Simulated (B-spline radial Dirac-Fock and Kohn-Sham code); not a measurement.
## X-ray scattering factor of Cs³⁵⁺

System: Cs³⁵⁺, [Ar] 3d2.

Model: configuration-average Dirac-Fock orbitals. Program: a B-spline atomic structure program. f₀ is the Fourier transform of the spherical electron density, S the Waller-Hartree incoherent function, and s = sin θ/λ. The electron scattering factor follows from the Mott-Bethe formula f_e = 0.023934 Å⁻¹·(Z − f₀)/s².

```tsv
s (Å⁻¹)	f₀	S	f_e (Å)
0	20.000	0.000	–
0.05	19.983	0.017	335.238
0.1	19.932	0.069	83.931
0.15	19.848	0.154	37.392
0.2	19.732	0.271	21.103
0.25	19.583	0.421	13.563
0.3	19.404	0.600	9.466
0.35	19.195	0.806	6.996
0.4	18.958	1.039	5.391
0.45	18.696	1.295	4.291
0.5	18.409	1.573	3.503
0.6	17.770	2.180	2.475
0.7	17.059	2.841	1.853
0.8	16.295	3.536	1.447
0.9	15.495	4.246	1.167
1	14.677	4.957	0.965
1.1	13.858	5.655	0.814
1.2	13.052	6.331	0.697
1.4	11.526	7.595	0.531
1.6	10.172	8.722	0.419
1.8	9.024	9.710	0.340
2	8.086	10.570	0.281
2.5	6.500	12.273	0.186
3	5.576	13.539	0.131
3.5	4.897	14.549	0.098
4	4.274	15.389	0.076
5	3.130	16.666	0.050
6	2.275	17.507	0.035
```

f₀ starts at the number of electrons, 20, and has fallen to half at s ≈ 1.63 Å⁻¹. The sum of ⟨r²⟩ over the electrons is 0.9200 bohr². For an ion f_e diverges as s goes to zero, because of the net charge.

Values without a named source are computed, but for edge energies of neutral atoms, which are taken from tables.
